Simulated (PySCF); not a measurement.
Al(GeH3)2(H) (AlGe2H7), SMILES [AlH]([GeH3])[GeH3]. The structure is a stationary point at r2SCAN-D4/def2-SVP. The structure was generated by enumeration; whether it is a known compound was not checked.

Computed equilibrium geometry at r2SCAN-D4/def2-SVP (PySCF confirms it by a frequency run) as bond lengths and angles:
Atoms: Al1 Ge2 H3 H4 H5 Ge6 H7 H8 H9 H10. Bonded distances (Å): Al1–Ge2 2.471, Al1–Ge6 2.472, Al1–H10 1.594, Ge2–H3 1.540, Ge2–H4 1.543, Ge2–H5 1.542, Ge6–H7 1.542, Ge6–H8 1.540, Ge6–H9 1.543. Angles (°): Ge2–Al1–Ge6 120.3, Ge2–Al1–H10 120.9, Ge6–Al1–H10 118.8, Al1–Ge2–H3 114.9, Al1–Ge2–H4 110.4, Al1–Ge2–H5 111.7, H3–Ge2–H4 106.7, H3–Ge2–H5 107.1, H4–Ge2–H5 105.6, Al1–Ge6–H7 112.1, Al1–Ge6–H8 114.0, Al1–Ge6–H9 111.0, H7–Ge6–H8 106.9, H7–Ge6–H9 105.9, H8–Ge6–H9 106.6.
